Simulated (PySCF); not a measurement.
Record of a relaxation.

C₈H₇N.
Numbering: `[cH:1]1[cH:2][cH:3][n:4]2[cH:5][cH:6][cH:7][c:8]2[cH:9]1` (hydrogens: H10 on C1; H11 on C2; H12 on C3; H13 on C5; H14 on C6; H15 on C7; H16 on C9)

Method: PBE/def2-SV(P) geometry optimisation, gas phase in PySCF; density fitting, grid level 1; the optimiser is geomeTRIC in internal coordinates, started from a GFN2-xTB structure. The frame can shift and turn from step to step; on so coarse a grid that alone can change the energy by a few meV, and forces under 0.02 eV/Å are noise.

Step 0: E = -9879.5312 eV, largest atomic force 0.953 eV/Å
```
atom  x, y, z in Å  |  force x, y, z in eV/Å
C1      2.160   -0.391    0.061    0.307   0.215  -0.004
C2      1.920    1.002   -0.017    0.281  -0.215   0.015
C3      0.649    1.476   -0.064    0.137   0.391  -0.015
N4     -0.402    0.616   -0.039    0.209   0.153  -0.005
C5     -1.729    0.869   -0.077   -0.621   0.376  -0.034
C6     -2.404   -0.332   -0.029   -0.168  -0.117   0.007
C7     -1.461   -1.359    0.041   -0.102  -0.192   0.006
C8     -0.207   -0.765    0.035    0.312  -0.652   0.043
C9      1.108   -1.259    0.086   -0.275  -0.048  -0.006
H10     3.176   -0.751    0.099    0.769  -0.306   0.031
H11     2.750    1.689   -0.039    0.582   0.594  -0.019
H12     0.411    2.528   -0.124   -0.221   0.724  -0.042
H13    -2.107    1.871   -0.135   -0.252   0.892  -0.051
H14    -3.470   -0.448   -0.044   -0.946  -0.064  -0.015
H15    -1.657   -2.411    0.089   -0.126  -0.944   0.047
H16     1.253   -2.326    0.145    0.114  -0.807   0.043
```

Step 1: E = -9879.7128 eV, largest atomic force 0.179 eV/Å
```
atom  x, y, z in Å  |  force x, y, z in eV/Å
C1      2.228   -0.377    0.332    0.109  -0.034   0.004
C2      1.985    1.029    0.254    0.122   0.088  -0.003
C3      0.698    1.509    0.206   -0.091   0.061  -0.005
N4     -0.369    0.636    0.232    0.010   0.022  -0.003
C5     -1.720    0.898    0.193    0.035   0.121  -0.005
C6     -2.397   -0.321    0.243   -0.175  -0.035  -0.002
C7     -1.445   -1.364    0.314   -0.032  -0.165   0.008
C8     -0.172   -0.773    0.308    0.002   0.073  -0.004
C9      1.160   -1.255    0.358    0.026  -0.159   0.009
H10     3.263   -0.753    0.371   -0.024   0.005  -0.001
H11     2.821    1.746    0.232   -0.024  -0.018   0.001
H12     0.443    2.579    0.146    0.002  -0.011   0.001
H13    -2.089    1.930    0.133    0.005  -0.012   0.000
H14    -3.491   -0.434    0.228    0.033   0.002   0.001
H15    -1.641   -2.443    0.365    0.002   0.030  -0.001
H16     1.316   -2.345    0.417    0.000   0.034  -0.003
```

Step 2: E = -9879.7138 eV, largest atomic force 0.032 eV/Å
```
atom  x, y, z in Å  |  force x, y, z in eV/Å
C1      2.230   -0.376    0.332    0.030  -0.010   0.001
C2      1.988    1.032    0.254   -0.023  -0.020   0.000
C3      0.698    1.511    0.206   -0.009   0.019  -0.001
N4     -0.369    0.636    0.232   -0.006  -0.030  -0.001
C5     -1.720    0.898    0.193   -0.008   0.024   0.000
C6     -2.401   -0.321    0.243    0.017   0.002   0.000
C7     -1.448   -1.366    0.315    0.006  -0.004   0.000
C8     -0.173   -0.773    0.308    0.000   0.001   0.001
C9      1.161   -1.258    0.357   -0.008   0.012   0.000
H10     3.264   -0.753    0.371    0.001  -0.002   0.000
H11     2.824    1.749    0.233   -0.005  -0.005   0.000
H12     0.442    2.579    0.146    0.000   0.001   0.000
H13    -2.088    1.930    0.133   -0.002   0.000   0.000
H14    -3.494   -0.433    0.229    0.005   0.002   0.000
H15    -1.644   -2.444    0.367    0.001   0.003   0.000
H16     1.318   -2.347    0.417    0.002   0.007  -0.001
```

Step 3: E = -9879.7136 eV, largest atomic force 0.080 eV/Å
```
atom  x, y, z in Å  |  force x, y, z in eV/Å
C1      2.233   -0.378    0.332   -0.074   0.029  -0.003
C2      1.985    1.030    0.254    0.035   0.029  -0.001
C3      0.696    1.512    0.206    0.034  -0.065   0.004
N4     -0.370    0.636    0.231   -0.008   0.025  -0.003
C5     -1.721    0.901    0.193    0.013  -0.067   0.004
C6     -2.400   -0.321    0.244   -0.017  -0.005   0.000
C7     -1.447   -1.367    0.315    0.006   0.051  -0.002
C8     -0.173   -0.773    0.308    0.015   0.011   0.000
C9      1.163   -1.257    0.357    0.001  -0.004   0.000
H10     3.268   -0.754    0.370   -0.002   0.004  -0.001
H11     2.820    1.747    0.233    0.009   0.009   0.000
H12     0.441    2.581    0.146    0.003  -0.003   0.000
H13    -2.089    1.932    0.132    0.001  -0.002   0.000
H14    -3.492   -0.433    0.230   -0.009  -0.002   0.000
H15    -1.644   -2.445    0.367   -0.002  -0.002   0.000
H16     1.319   -2.346    0.416   -0.003  -0.009   0.000
```

Step 4: E = -9879.7139 eV, largest atomic force 0.024 eV/Å
```
atom  x, y, z in Å  |  force x, y, z in eV/Å
C1      2.231   -0.377    0.332   -0.018   0.009  -0.001
C2      1.987    1.031    0.254    0.007   0.007  -0.001
C3      0.697    1.511    0.206    0.013  -0.020   0.002
N4     -0.369    0.636    0.232   -0.005   0.002  -0.003
C5     -1.721    0.900    0.193    0.004  -0.021   0.002
C6     -2.400   -0.321    0.244   -0.005  -0.003   0.000
C7     -1.447   -1.366    0.315    0.003   0.017  -0.001
C8     -0.173   -0.773    0.308    0.007   0.009   0.001
C9      1.162   -1.258    0.357   -0.004   0.001   0.000
H10     3.266   -0.753    0.370   -0.002   0.001  -0.001
H11     2.822    1.748    0.233    0.002   0.002   0.000
H12     0.441    2.580    0.146    0.002  -0.001   0.000
H13    -2.088    1.931    0.133    0.000  -0.001   0.000
H14    -3.493   -0.433    0.229   -0.002  -0.001   0.000
H15    -1.644   -2.444    0.367   -0.001   0.001   0.000
H16     1.319   -2.346    0.417    0.000  -0.001   0.000
```

**Question.** Summarise the path.

**Answer.** The energy falls by 17.63 kJ/mol from step 0 to step 4; nine tenths of that is first reached at step 1. It rises by more than 0.2 meV at step 3. The largest force goes from 0.953 to 0.024 eV/Å. Among the bonds N4–C8 changes most, from 1.397 to 1.425 Å; the atoms move by 0.040 Å rms after alignment.

What follows is the cost of the whole optimisation. The run took 64 s of wall time on an Arm Neoverse V1 with one thread, no GPU (shared host), and the process peaked at 0.57 GiB of memory.
